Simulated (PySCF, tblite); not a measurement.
C4H8F2Si.
Geometry (GFN2-xTB, Å), atoms numbered from 1 in this order:
```xyz
15
C4H8F2Si angstrom
F     -1.5350    0.3762    1.2399
C     -1.2033    0.4036   -0.1019
C     -0.7205   -0.9845   -0.5069
C      0.5732   -1.2837    0.2658
Si     1.4496    0.3984    0.4962
C     -0.0231    1.3503   -0.3038
F     -0.2801    2.5960    0.2309
H     -2.1105    0.7222   -0.6295
H     -1.4915   -1.7259   -0.2931
H     -0.5358   -0.9801   -1.5818
H      0.3189   -1.7087    1.2367
H      1.1653   -2.0311   -0.2582
H      1.6269    0.8029    1.8852
H      2.6532    0.5594   -0.3217
H      0.1081    1.5131   -1.3799
```

Computed with CAM-B3LYP/def2-SVPD in PySCF (dipole) on a GFN2-xTB geometry, gas phase.

Masses are those of the commonest isotopes; rigid-rotor values at the optimised geometry. The values belong to one conformer with, in the numbering `[F:1][C@@H:2]1[CH2:3][CH2:4][SiH2:5][C@@H:6]1[F:7]`, F1–C2–C3–C4 -65°, C2–C3–C4–Si5 -32°, C3–C4–Si5–C6 4°, C4–Si5–C6–F7 145°.

Give the principal moments of inertia and the rotational constants in MHz.

Ia = 190.75, Ib = 223.81, Ic = 327.69 u·Å²; 505379 MHz·u·Å²/I gives A = 2649, B = 2258, C = 1542 MHz.

What kind of rotor is it?

An asymmetric top: κ = (2 × 2258 − 2649 − 1542)/(2649 − 1542) = 0.29.

Is it planar, by Δ = Ic − Ia − Ib?

Not planar: Δ = Ic − Ia − Ib = -86.87 u·Å². For a rigid frame Δ = −2 Σ m c², so Σ m c² = 43.44 u·Å² lies off the ab plane: 11.55 from hydrogen and 31.89 from heavier atoms. The atom farthest from that plane is 1.79 Å away.

Give the other two planar moments, Paa and Pbb, and the rms extents of the mass along the axes.

Paa = Σ m a² = (Ib + Ic − Ia)/2 = 180.38 and Pbb = Σ m b² = (Ia + Ic − Ib)/2 = 147.31 u·Å². With the mass M = 122.04 u, the rms extents √(P/M) along a, b and c are 1.22, 1.10, 0.60 Å.

Predict some low-J microwave lines.

The dipole components are |μa| = 2.53 D, |μb| = 0.19 D, |μc| = 2.05 D. The squared components, which scale the intensities, stand as 1.00 : 0.01 : 0.65 (a : b : c). Some lines, for components of 0.1 D or more:

```tsv
type	branch	J(Ka,Kc)	MHz	lower level (cm⁻¹)
a	Q	2(2,0) ← 2(2,1)	446	0.480
b	Q	1(1,0) ← 1(0,1)	1107	0.127
b	Q	3(2,1) ← 3(1,2)	2201	0.842
b	Q	2(2,1) ← 2(1,2)	3322	0.369
b	Q	3(2,2) ← 3(1,3)	4625	0.706
b	R	2(0,2) ← 1(1,1)	6763	0.140
a	R	2(1,2) ← 1(1,1)	6885	0.140
a	R	2(1,1) ← 1(1,0)	8316	0.164
b	R	2(2,1) ← 1(1,0)	9491	0.164
a	R	3(1,3) ← 2(1,2)	10098	0.369
a	R	3(0,3) ← 2(0,2)	10194	0.365
b	R	2(2,0) ← 1(1,1)	10653	0.140
b	R	3(1,2) ← 2(2,1)	10853	0.480
c	R	3(2,2) ← 2(1,2)	14722	0.369
c	R	3(3,1) ← 2(2,1)	15377	0.480
```

Its GFN2-xTB frequencies are all real (lowest 70 cm⁻¹). No vibrational averaging or centrifugal distortion is included, and the geometry carries the error of its method.
